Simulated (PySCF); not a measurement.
**Electron correlation in Sn (tin, neutral)**

[Kr] 4d10 5s1 5p3, high-spin 5S determinant (an excited configuration). Calculation: PySCF 2.14, in aug-cc-pwCVTZ-DK3; the spin-free X2C one-electron Hamiltonian (Gaussian nucleus). Frozen: [Kr] 4d10; 4 electrons correlated.

```json
{"level": "CCSD", "correlation energy (mhartree)": "-21.45"}
{"level": "(T)", "correlation energy (mhartree)": "-0.35"}
{"level": "CCSD(T)", "correlation energy (mhartree)": "-21.80"}
```

Diagnostics: T1 = 0.0028, D1 = 0.0058, largest double amplitude 0.035.

Cost of the coupled-cluster step: roughly 23 core-seconds, for 4 correlated electrons.

Iterations:

```
CC2 = 0
CCSD nocc = (np.int64(4), np.int64(0)), nmo = (86, 86)
frozen orbitals [[0, 1, 2, 3, 4, 5, 6, 7, 8, 9, 10, 11, 12, 13, 14, 15, 16, 17, 18, 19, 20, 21, 22], [0, 1, 2, 3, 4, 5, 6, 7, 8, 9, 10, 11, 12, 13, 14, 15, 16, 17, 18, 19, 20, 21, 22]]
max_cycle = 100
direct = 0
conv_tol = 1e-08
conv_tol_normt = 1e-06
diis_space = 8
diis_start_cycle = 0
Init t2, MP2 energy = -0.0158820376825492
Init E_corr(UCCSD) = -0.0158820377075639
cycle = 1  E_corr(UCCSD) = -0.019848731523603  dE = -0.00396669382  norm(t1,t2) = 0.0291618
cycle = 2  E_corr(UCCSD) = -0.0209540314377217  dE = -0.00110529991  norm(t1,t2) = 0.00930712
cycle = 3  E_corr(UCCSD) = -0.0214531067579385  dE = -0.00049907532  norm(t1,t2) = 0.00320624
cycle = 4  E_corr(UCCSD) = -0.0214449028863763  dE = 8.20387156e-06  norm(t1,t2) = 0.000318833
cycle = 5  E_corr(UCCSD) = -0.0214452248801239  dE = -3.21993748e-07  norm(t1,t2) = 4.37277e-05
cycle = 6  E_corr(UCCSD) = -0.0214450279801702  dE = 1.96899954e-07  norm(t1,t2) = 6.2434e-06
cycle = 7  E_corr(UCCSD) = -0.0214451164674877  dE = -8.84873175e-08  norm(t1,t2) = 7.78361e-07
cycle = 8  E_corr(UCCSD) = -0.0214451052266678  dE = 1.12408198e-08  norm(t1,t2) = 1.19267e-07
cycle = 9  E_corr(UCCSD) = -0.0214450968126875  dE = 8.41398034e-09  norm(t1,t2) = 4.51241e-08
UCCSD converged
E(UCCSD) = -6173.451208152201  E_corr = -0.02144509681268749
UCCSD(T) correction = -0.000345582606097625
```
